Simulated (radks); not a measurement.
Results of a calculation; reference values are marked as such.
Question: Nb11+, configuration [Ar] 3d10 4s2 (the NIST ground configuration). Level of theory: Dirac Kohn-Sham, PBE, spin-unpolarised, spherical densities, finite nucleus; Fermi nuclear charge, rms radius 4.324 fm (a radial shooting solver on a logarithmic mesh with Libxc functionals). Some entries of the table are withheld. Estimate them.

orbital,occ.,eigenvalue (eV),<r^2> (bohr^2)
1s1/2,2,-19018.66,0.001757
2s1/2,2,-2843.342,0.02935
2p1/2,2,(1),(2)
2p3/2,4,(3),(4)
3s1/2,2,(5),0.2220
3p1/2,2,-564.3934,0.2201
3p3/2,4,-548.6126,0.2302
3d3/2,4,(6),(7)
3d5/2,6,(8),(9)
4s1/2,2,-237.2058,1.172
4p1/2,0,-210.7122,(10)
4p3/2,0,-207.3823,(11)
5s1/2,0,-123.4899,3.916

Answer: 
(1) 2p1/2 eigenvalue (eV): -2627.823
(2) 2p1/2 <r^2> (bohr^2): 0.02220
(3) 2p3/2 eigenvalue (eV): -2531.882
(4) 2p3/2 <r^2> (bohr^2): 0.02358
(5) 3s1/2 eigenvalue (eV): -645.7577
(6) 3d3/2 eigenvalue (eV): -405.0740
(7) 3d3/2 <r^2> (bohr^2): 0.2147
(8) 3d5/2 eigenvalue (eV): -402.0938
(9) 3d5/2 <r^2> (bohr^2): 0.2178
(10) 4p1/2 <r^2> (bohr^2): 1.287
(11) 4p3/2 <r^2> (bohr^2): 1.327
